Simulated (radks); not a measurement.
Values are calculated unless marked as measured or tabulated.
Species: Sn1.5+. Configuration: [Kr] 4d10 5s2 5p(up 0.5, down 0) (fractional occupations, a model configuration). Level of theory: scalar-relativistic Kohn-Sham, LDA (Slater exchange, Perdew-Wang correlation), spin-polarised, spherical densities, finite nucleus; Fermi nuclear charge, rms radius 4.6519 fm (a radial shooting solver on a logarithmic mesh with Libxc functionals). Some entries of the table are withheld. Estimate them.

| orbital | occ. | eigenvalue (eV) | r(max) (bohr) | <1/r> (bohr^-1) |
|---|---|---|---|---|
| 1s up | 1 | -28991.10 | 0.01880 | 53.03 |
| 1s down | 1 | -28991.09 | 0.01880 | 53.03 |
| 2s up | 1 | -4388.370 | 0.1062 | 12.10 |
| 2s down | 1 | -4388.365 | 0.1062 | 12.10 |
| 2p up | 3 | -3943.359 | 0.08496 | 11.64 |
| 2p down | 3 | -3943.350 | 0.08496 | 11.64 |
| 3s up | 1 | -856.5445 | 0.3079 | 4.294 |
| 3s down | 1 | -856.5340 | 0.3079 | 4.294 |
| 3p up | 3 | -711.0788 | 0.3012 | 4.091 |
| 3p down | 3 | -711.0673 | 0.3012 | 4.091 |
| 3d up | 5 | -486.3828 | 0.2508 | 3.863 |
| 3d down | 5 | -486.3724 | 0.2508 | 3.863 |
| 4s up | 1 | -146.3207 | 0.7449 | 1.700 |
| 4s down | 1 | -146.2983 | 0.7449 | 1.700 |
| 4p up | 3 | -102.2334 | 0.7875 | 1.542 |
| 4p down | 3 | -102.2068 | 0.7875 | 1.542 |
| 4d up | 5 | -38.5350 | 0.8864 | 1.220 |
| 4d down | 5 | -38.4718 | 0.8862 | 1.221 |
| 5s up | 1 | -22.4036 | 1.961 | 0.5719 |
| 5s down | 1 | -22.0557 | 1.955 | 0.5738 |
| 5p up | 0.5 | (1) | (2) | 0.4620 |
| 5p down | 0 | (3) | (4) | 0.4620 |

Answer. 
(1) 5p up eigenvalue (eV): -14.4063
(2) 5p up r(max) (bohr): 2.356
(3) 5p down eigenvalue (eV): -14.0271
(4) 5p down r(max) (bohr): 2.350
